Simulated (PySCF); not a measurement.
# Oxygen: a sound run and one with changed settings

Sound run: O(2+) [He] 2s2 2p2, O(3+) [He] 2s2 2p1. Calculation: PySCF 2.14, in def2-TZVP; no relativity, point nucleus. The sound run starts from symmetry-adapted Hartree-Fock orbitals and uses a fine grid where one is needed.

Changed run: 6 angular points. This setting is unsound on purpose.

| species | method | sound run (hartree) | changed run (hartree) | converged |
| --- | --- | --- | --- | --- |
| O(2+) | UHF | -73.10312 | -73.10312 | yes |
| O(2+) | BP86 | -73.26834 | -73.82360 | yes |
| O(2+) | PBE | -73.19784 | -73.75425 | yes |
| O(3+) | UHF | -71.09636 | -71.09636 | yes |
| O(3+) | BP86 | -71.23630 | -71.51904 | yes |
| O(3+) | PBE | -71.16673 | -71.45026 | yes |

Ionisation energy of O(2+):

```tsv
method	sound run (eV)	changed run (eV)
UHF	54.607	54.607
BP86	55.295	62.710
PBE	55.269	62.695
```

A coarse angular grid integrates products of high-l functions wrongly, so density functionals can shift, and the SCF can exploit the error; Hartree-Fock and MP2 need no grid.

For comparison, NIST gives 54.936 eV between the lowest levels.
